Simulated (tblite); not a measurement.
Species: C7H15P.
Numbering: `[CH3:1][C@@H:2]1[CH2:3][C@H:4]([CH3:5])[P:6]([CH3:7])[CH2:8]1` (hydrogens: H9, H10, H11 on C1; H12 on C2; H13, H14 on C3; H15 on C4; H16, H17, H18 on C5; H19, H20, H21 on C7; H22, H23 on C8)

Cartesian coordinates in Å at the GFN2-xTB level; atoms count from 1:
```xyz
23
C7H15P angstrom
C     -2.4439   -1.1659    0.4536
C     -0.9851   -0.7949    0.2177
C     -0.5619    0.4596    0.9777
C      0.8424    0.8344    0.5049
C      1.1963    2.2858    0.8029
P      0.8930    0.4729   -1.3509
C      2.0856   -0.9477   -1.3219
C     -0.7017   -0.4927   -1.2544
H     -3.0987   -0.3494    0.1551
H     -2.7113   -2.0488   -0.1229
H     -2.6179   -1.3782    1.5063
H     -0.3545   -1.6297    0.5434
H     -1.2559    1.2703    0.7423
H     -0.5798    0.2998    2.0572
H      1.5776    0.1831    0.9921
H      0.5070    2.9572    0.2945
H      1.1444    2.4811    1.8733
H      2.2045    2.5096    0.4598
H      1.7908   -1.7100   -0.6029
H      3.0751   -0.5708   -1.0691
H      2.1292   -1.3848   -2.3182
H     -0.6423   -1.3917   -1.8701
H     -1.4976    0.1378   -1.6602
```

Level: GFN2-xTB in tblite, geometry and Hessian alike; calculated harmonic values, unscaled, isolated species. Errors from tens to a few hundred cm⁻¹ against measured bands are possible. One conformer, not necessarily the lowest.

Harmonic wavenumbers (cm⁻¹): 68.6, 129.1, 181.8, 200.9, 211.0, 224.9, 235.8, 258.5, 316.7, 414.0, 424.4, 448.7, 474.7, 645.0, 713.3, 747.7, 798.5, 867.7, 882.5, 895.2, 917.1, 949.7, 978.8, 1005.8, 1028.3, 1063.3, 1099.0, 1119.3, 1140.4, 1163.1, 1210.4, 1227.7, 1252.0, 1262.1, 1308.4, 1312.8, 1325.1, 1345.4, 1411.1, 1413.8, 1443.6, 1456.5, 1460.7, 1487.5, 1497.3, 1499.5, 1501.9, 1502.5, 2901.3, 2922.1, 2949.4, 2965.1, 2973.7, 2977.8, 2995.0, 3007.8, 3009.3, 3012.1, 3022.1, 3025.9, 3028.2, 3028.8, 3035.4.

A = 2167, B = 1438, C = 1021 MHz; mass 130.091 u (most abundant isotopes); point group C1, symmetry number 1.

Q: What is the zero-point energy?

A: Half the sum of the wavenumbers: 44688 cm⁻¹ = 127.77 kcal/mol.

Q: What is S at 298.15 K and 1 bar for an ideal gas of classical rigid rotors and harmonic oscillators?

A: Translation 40.53, rotation 29.00, vibration 26.46: S = 96.0 cal/(mol K).

Q: And Cp and H(298.15 K) − H(0)?

A: Cp = 40.08 cal/(mol K), of which vibrations give 32.13 (their classical limit is 63 R = 125.2); H(298.15 K) − H(0) = 6.91 kcal/mol without the zero-point energy, 4.54 from vibrations.

Q: Which modes carry the vibrational entropy at 298.15 K?

A: 68.6 cm⁻¹: 4.19; 129.1 cm⁻¹: 2.96; 181.8 cm⁻¹: 2.31; 200.9 cm⁻¹: 2.12; 211.0 cm⁻¹: 2.04; 224.9 cm⁻¹: 1.92 cal/(mol K); the other 57 give 10.92 together.

Q: How do the functions run with temperature in this model?

A: 
```json
{"T (K)": "150", "S (cal/(mol K))": "74.9", "Cp (cal/(mol K))": "23.7", "H − H(0) (kcal/mol)": "2.22", "G − H(0) (kcal/mol)": "-9.01", "ln q(vib)": "2.00"}
{"T (K)": "250", "S (cal/(mol K))": "89.5", "Cp (cal/(mol K))": "34.4", "H − H(0) (kcal/mol)": "5.12", "G − H(0) (kcal/mol)": "-17.25", "ln q(vib)": "4.43"}
{"T (K)": "400", "S (cal/(mol K))": "109.5", "Cp (cal/(mol K))": "52.1", "H − H(0) (kcal/mol)": "11.61", "G − H(0) (kcal/mol)": "-32.18", "ln q(vib)": "8.32"}
{"T (K)": "600", "S (cal/(mol K))": "134.5", "Cp (cal/(mol K))": "71.7", "H − H(0) (kcal/mol)": "24.10", "G − H(0) (kcal/mol)": "-56.61", "ln q(vib)": "13.70"}
{"T (K)": "900", "S (cal/(mol K))": "167.6", "Cp (cal/(mol K))": "91.2", "H − H(0) (kcal/mol)": "48.77", "G − H(0) (kcal/mol)": "-102.07", "ln q(vib)": "21.66"}
```

q(vib) and H(0) count from the zero-point level.

Hindered rotation and anharmonicity are outside this model. Other conformers, if any are populated, would add a mixing term that is left out. The structure is chiral; the term R ln 2 for an equal mix with its mirror image is left out.
